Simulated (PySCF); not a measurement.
Some computed properties have been withheld. Give your best values.

Compound: C₄H₆SSi.
Structure used (PBE0-D3(BJ)/def2-SVP), in Å, numbered top down from 1:
```
atom  x, y, z in Å
Si1    2.2158   -0.0074   -0.2609
C2     0.3510   -0.0443   -0.2048
C3    -0.4596    0.3063    0.8564
C4    -1.8460    0.1400    0.5920
C5    -2.0796   -0.3369   -0.6723
S6    -0.6173   -0.5785   -1.5314
H7     2.6968    0.6569   -1.5095
H8     2.7949   -1.3849   -0.2200
H9     2.6889    0.7566    0.9312
H10   -0.0648    0.6777    1.8043
H11   -2.6394    0.3665    1.3057
H12   -3.0382   -0.5534   -1.1430
```

```json
{"property": "rotational constants A, B, C", "level": "PBE0-D3(BJ)/def2-SVP", "value": "5.139, 1.747, 1.324 GHz"}
{"property": "dipole moment", "level": "PBE0/def2-SVPD", "value": "?"}
{"property": "HOMO energy", "level": "PBE0/def2-SVPD", "value": "-7.05 eV"}
{"property": "LUMO energy", "level": "PBE0/def2-SVPD", "value": "-0.91 eV"}
{"property": "lowest singlet excitation", "level": "TDDFT PBE0/def2-SVPD", "value": "?"}
{"property": "lowest triplet excitation (Tamm–Dancoff)", "level": "TDA PBE0/def2-SVPD", "value": "?"}
{"property": "static isotropic polarisability", "level": "PBE0/def2-SVPD", "value": "91.4 au"}
{"property": "vertical ionisation energy", "level": "ΔSCF PBE0/def2-SVPD", "value": "8.85 eV"}
{"property": "electronic spatial extent ⟨r²⟩ about the centre of nuclear charge", "level": "PBE0/def2-SVPD", "value": "?"}
{"property": "13C chemical shifts (computed TMS as zero) by class", "level": "GIAO KT2/pcSseg-2", "value": "137.0 (C3), 133.7 (C5), 125.9 (C4), 125.7 (C2) ppm"}
{"property": "1H chemical shifts (computed TMS as zero) by class", "level": "GIAO KT2/pcSseg-2", "value": "?"}
{"property": "isotropic shieldings of nuclei other than C and H, by class", "level": "GIAO KT2/pcSseg-2", "value": "429 (Si1), 256 (S6) ppm"}
```

Electronic properties: PySCF, gas phase, density fitting.

(1) Give the electronic spatial extent ⟨r²⟩ about the centre of nuclear charge.

(2) The lowest triplet excitation (Tamm–Dancoff)?

(3) What is the lowest singlet excitation?

(4) What are the 1H chemical shifts (computed TMS as zero) by class?

(5) Give the dipole moment.

Results:

(1) 895 bohr².

(2) 3.63 eV.

(3) 5.49 eV (226 nm, f = 0.167).

(4) 7.67 (H12), 7.47 (H10), 7.27 (H11), 4.75 (H7/H8/H9) ppm.

(5) 1.04 D.

The rotational constants make it an asymmetric top with κ = (2B − A − C)/(A − C) = -0.78, nearer the prolate limit (−1). The largest Löwdin shares of the HOMO are 0.28 on C2, 0.27 on C5, 0.15 on C4 and 0.13 on C3. With B = h/(8π²I), that is 505.379 GHz u Å² over I, the principal moments of inertia are 98.3, 289.3 and 381.7 u Å² (most abundant isotopes). The principal polarisabilities are 63.9, 94.8 and 115.6 au; their mean is the isotropic value.
